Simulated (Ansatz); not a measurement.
Computed with Ansatz on PBE0-D4/def2-TZVP structures; ΔE is electronic, products minus reactants. CBS: MP2 limit from def2 TZ/QZ plus the TZ coupled-cluster correction, frozen cores. This one scheme is used for every species. Functionals use def2-TZVPP. Elements past krypton have def2 core potentials. For Y outer-core shells are correlated without core-valence functions, which leaves a few kJ/mol of doubt a bond. Each species was taken in one conformer, which may not be the lowest.

`C[O][Y]([OH])[OH]` + H–F → `[OH][Y]([OH])[F]` + CH₃OH  (ligand exchange at a Y–O bond)

`C[O][Y]([OH])[OH]`:

Cartesian coordinates in Å:
```
C -1.425 0.644 1.574
O -0.528 0.251 0.597
Y 0.768 -0.345 -0.845
O 2.594 0.532 -0.973
O 0.218 -1.808 -2.139
H -2.350 0.053 1.535
H -1.703 1.700 1.461
H -0.999 0.525 2.580
H 3.451 0.941 -1.037
H -0.026 -2.493 -2.753
```

H–F:

Z-matrix (Å, degrees):
```
F
H 1 0.920
```

`[OH][Y]([OH])[F]`:

```xyz
6

O    -0.568   -1.008   -1.422
Y     0.171    0.412   -0.191
O     0.218    0.163    1.813
F     0.882    2.123   -0.983
H    -0.925   -1.700   -1.969
H     0.222    0.009    2.752
```

CH₃OH:

Cartesian coordinates in Å:
```
C 0.324 -0.080 0.124
O -0.937 0.548 0.102
H 0.841 0.271 1.017
H 0.936 0.180 -0.749
H 0.246 -1.173 0.184
H -1.411 0.254 -0.678
```

```json
{"level": "ωB97X-V", "ΔE (kJ/mol)": "-60.9"}
{"level": "BLYP", "ΔE (kJ/mol)": "-63.1"}
```

(1) What does CCSD(T)/CBS give? (An estimate is asked.)

Largest T1 diagnostic among the species: 0.014.

Results:

(1) Computed: -51.5 kJ/mol. The listed levels differ from it by -9.4, -11.6 kJ/mol.

In def2-TZVPP, CCSD(T) changes the Hartree–Fock value by +16.0 kJ/mol (the triples alone add +2.1 kJ/mol) and MP2 by +19.3 kJ/mol. The D4 term adds +4.0 kJ/mol with B3LYP and +2.4 kJ/mol with PBE0; it sums over pairs of atoms, weighted by their polarisabilities, and B3LYP, whose exchange is more repulsive, gets the larger term.

B3LYP here is the variant with VWN-RPA as its local correlation; programs differ in this.
